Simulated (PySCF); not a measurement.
SMILES [CH3][Ga]([SH])[SH] (CH5GaS2) (B3LYP/def2-SVP optimised geometry):

```
9

Ga    -0.003     0.007     0.000
C      1.968     0.007     0.000
H      2.342    -0.537    -0.881
H      2.340    -0.506     0.901
H      2.366     1.032    -0.017
S     -1.110    -1.932     0.002
H     -2.349    -1.391     0.006
S     -1.132     1.932     0.000
H     -2.366     1.378     0.000
```

Level of theory: B3LYP/def2-TZVP run with PySCF.

Q: What are the frontier orbital energies and the dipole moment?

A: HOMO-2 -8.07 eV, HOMO-1 -7.68 eV, HOMO -7.13 eV, LUMO -1.02 eV, LUMO+1 -0.69 eV; dipole moment 0.38 D.

On the same geometry PBE/def2-TZVP in PySCF 2.14.0 gives HOMO-2 -7.17 eV, HOMO-1 -6.71 eV, HOMO -6.19 eV, LUMO -1.55 eV, LUMO+1 -1.30 eV; dipole moment 0.36 D.

Meta-Löwdin charges at B3LYP/def2-TZVP: Ga1 0.51, C2 -0.54, H3 0.13, H4 0.13, H5 0.13, S6 -0.28, H7 0.10, S8 -0.28, H9 0.10.
